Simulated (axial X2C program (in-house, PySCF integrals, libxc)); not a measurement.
# Potential curves of PdH⁺, with spin–orbit coupling

All values were computed with an in-house relativistic program for diatomic molecules. Two-component (2c) means X2C with spin–orbit coupling and atomic mean-field two-electron Coulomb and Gaunt terms. Basis: Pd dyall-cv3z [12s12p8d5f3g], H dyall-v3z [6s2p1d] (cores contracted in-house); Gaussian nuclei, density fitting, unrestricted open shells. Masses: Pd 105.903 u, H 1.008 u.

State: Ω = 0 (closed shell). Energies in eV from the lowest point of each curve. Fits are polynomials in 1 − R0/R over 0.85 to 1.23 times the lowest point R0.

```tsv
R (Å)	HF
1.2711	0.4533
1.3295	0.1805
1.3733	0.0639
1.4172	0.0073
1.4610	0.0000
1.5121	0.0413
1.5633	0.1253
1.6290	0.2802
1.7094	0.5207
1.8263	0.9300
```

Occupations by symmetry block were frozen at the best pattern of an incomplete PBE0 search. Closed shells are restricted here (equal orbitals for both partners); the stretched side of such a curve lies too high.

Task: What are Re and ωe at the HF level?

Result: At HF, 2c: Re = 1.446 Å, ωe ≈ 2460 cm⁻¹; Be follows as 8.07 cm⁻¹.
